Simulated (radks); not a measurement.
The numbers below are computed, except where a source is named.
Species: the europium ion Eu+. Configuration: [Xe] 4f7 6s1 (the NIST ground configuration).

Code: a radial shooting solver on a logarithmic mesh with Libxc functionals. Model: non-relativistic Kohn-Sham, PW91, spin-polarised, spherical densities, point nucleus; open shells are filled with parallel spins first (spin-orbit coupling, left out, can overturn this in heavy ions); relativity is left out, which matters for an element this heavy.

Energy parts (eV):
total: -283746.20
kinetic: 283658.51
electron-nucleus: -672952.73
Hartree: 111925.73
exchange-correlation: -6377.70

Orbitals (lengths in bohr, moments of r in powers of bohr):
orbital,occ.,eigenvalue (eV),<r^2>
1s up,1,-45555.42,0.0007753
1s down,1,-45555.41,0.0007753
2s up,1,-7227.179,0.01235
2s down,1,-7227.097,0.01235
2p up,3,-6870.237,0.009193
2p down,3,-6870.189,0.009192
3s up,1,-1587.787,0.08040
3s down,1,-1584.880,0.08024
3p up,3,-1429.471,0.07539
3p down,3,-1426.816,0.07522
3d up,5,-1134.252,0.06048
3d down,5,-1132.326,0.06030
4s up,1,-315.2166,0.4067
4s down,1,-309.4059,0.4069
4p up,3,-253.8702,0.4307
4p down,3,-248.0732,0.4311
4d up,5,-144.8295,0.4968
4d down,5,-139.0725,0.4989
5s up,1,-46.2055,2.413
5s down,1,-43.4686,2.503
5p up,3,-29.9143,3.116
5p down,3,-27.7173,3.262
4f up,7,-13.7913,1.057
4f down,0,-8.7293,1.279
6s up,1,-8.4444,18.15

The highest occupied level is 6s up at -8.444 eV. The configuration is held as typed, so some empty levels lie below it. The electron density at the nucleus is 1.779e+05 e/bohr^3.
